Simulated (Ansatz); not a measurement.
GeCl(NHMe)3 (C3H12ClGeN3), 20 atoms. Hardware: 2 threads of AMD EPYC 7R13 on a shared host and a share (18 GiB) of an NVIDIA H100 80GB HBM3.

The 6-31G sets use Cartesian d functions. Correlated methods freeze 20 core orbitals; core or outer-core shells of Ge are correlated, in sets that lack core-valence functions.

Question: How many basis functions does each of these Ansatz runs have, and roughly what does it cost? MP2/def2-TZVP, charge 0 singlet, energy, from earlier orbitals; PBE-D4/def2-SVP, charge 0 singlet, energy, from earlier orbitals; r2SCAN0-D4/def2-TZVPD, charge -1 doublet at the geometry of the charge 0 singlet, energy, from earlier orbitals; B3LYP-D4/6-31G, charge 0 singlet, energy; HF/6-31G, charge 0 singlet, energy; PBE-D4/def2-TZVPD, charge -1 doublet at the geometry of the charge 0 singlet, energy, from earlier orbitals; PBE0-D4/def2-TZVP, charge 1 doublet at the geometry of the charge 0 singlet, energy; PBE0-D4/def2-TZVPD, charge 0 singlet, energy, from earlier orbitals; PBE0-D4/def2-TZVP, charge 0 triplet at the geometry of the charge 0 singlet, energy; PBE-D4/def2-TZVP, charge 0 triplet at the geometry of the charge 0 singlet, energy, from earlier orbitals; PBE-D4/def2-TZVPD, charge 0 singlet, energy, from earlier orbitals; r2SCAN0-D4/def2-TZVPD, charge 0 singlet, energy, from earlier orbitals.

Answer: Other jobs shared the machine, so times can vary by a factor of up to 3.

| run | functions | fitting or Cholesky vectors | wall time | peak host memory (GiB) |
| --- | --- | --- | --- | --- |
| B3LYP-D4/6-31G, charge 0 singlet, energy | 120 | 1555 | 6.5 s | 0.79 |
| HF/6-31G, charge 0 singlet, energy | 120 | 1555 | 6.5 s | 0.77 |
| PBE0-D4/def2-TZVPD, charge 0 singlet, energy, from earlier orbitals | 430 | 2405 | 7 s | 0.9 |
| PBE-D4/def2-TZVP, charge 0 triplet at the geometry of the charge 0 singlet, energy, from earlier orbitals | 343 | 2147 | 7.5 s | 0.92 |
| MP2/def2-TZVP, charge 0 singlet, energy, from earlier orbitals | 343 | 2330 | 8.5 s | 0.85 |
| PBE-D4/def2-TZVPD, charge -1 doublet at the geometry of the charge 0 singlet, energy, from earlier orbitals | 430 | 2324 | 8.5 s | 1 |
| r2SCAN0-D4/def2-TZVPD, charge 0 singlet, energy, from earlier orbitals | 430 | 2405 | 9 s | 0.94 |
| PBE-D4/def2-TZVPD, charge 0 singlet, energy, from earlier orbitals | 430 | 2324 | 9.5 s | 0.91 |
| PBE0-D4/def2-TZVP, charge 1 doublet at the geometry of the charge 0 singlet, energy | 343 | 2202 | 10 s | 0.97 |
| PBE0-D4/def2-TZVP, charge 0 triplet at the geometry of the charge 0 singlet, energy | 343 | 2202 | 11 s | 0.96 |
| PBE-D4/def2-SVP, charge 0 singlet, energy, from earlier orbitals | 194 | 2232 | 11 s | 0.83 |
| r2SCAN0-D4/def2-TZVPD, charge -1 doublet at the geometry of the charge 0 singlet, energy, from earlier orbitals | 430 | 2405 | 17 s | 1.2 |
